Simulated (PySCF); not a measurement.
C6H12O3 (SMILES COCOC(=O)C(C)C), singlet, at a GFN2-xTB geometry. Base run: M062X/STO-3G (PySCF).

Geometry (Å):
```xyz
21

C      3.3899     0.8729     0.4484
O      2.0486     1.0300     0.0570
C      1.6317     0.0781    -0.8754
O      0.2392     0.1573    -1.0014
C     -0.4964    -0.5114    -0.0820
O     -0.0249    -1.2471     0.7377
C     -1.9638    -0.1791    -0.2420
C     -2.8287    -1.3726     0.1488
C     -2.2457     1.0316     0.6550
H      4.0679     0.9855    -0.4061
H      3.5860     1.6565     1.1763
H      3.5540    -0.1084     0.9083
H      2.0451     0.2881    -1.8747
H      1.9243    -0.9368    -0.5512
H     -2.1356     0.1007    -1.2846
H     -3.8804    -1.0992     0.1227
H     -2.6665    -2.2039    -0.5331
H     -2.5725    -1.6994     1.1533
H     -1.6075     1.8670     0.3774
H     -3.2851     1.3344     0.5533
H     -2.0552     0.7772     1.6951
```
Charge 0, spin multiplicity 1.
All else is at PySCF's defaults.
Base energy -455.55029 Eh.

The base run was repeated with changes; each row names its change, and settings that it needs were set with it.

```tsv
change	ΔE vs base (mEh)	SCF cycles	outcome
base	0.000	10	converged
diis = off; damp = 0.6 (with mf.diis_start_cycle = 200; with mf.max_cycle = 150)	0.000	25	converged
conv_tol = 1e-11	0.000	12	converged
init_guess = mod_huckel	0.000	14	converged
diis = off (with mf.max_cycle = 100)	-	100	not converged
level_shift = 1.0 (with mf.max_cycle = 100)	0.000	25	converged
DIIS = EDIIS	-	50	not converged
level_shift = 0.3 (with mf.max_cycle = 100)	0.000	12	converged
init_guess = huckel	0.000	17	converged
diis_space = 4	0.000	11	converged
init_guess = vsap	0.000	10	converged
init_guess = atom	0.000	10	converged
solver = newton; init_guess = 1e	0.000	-	converged
```
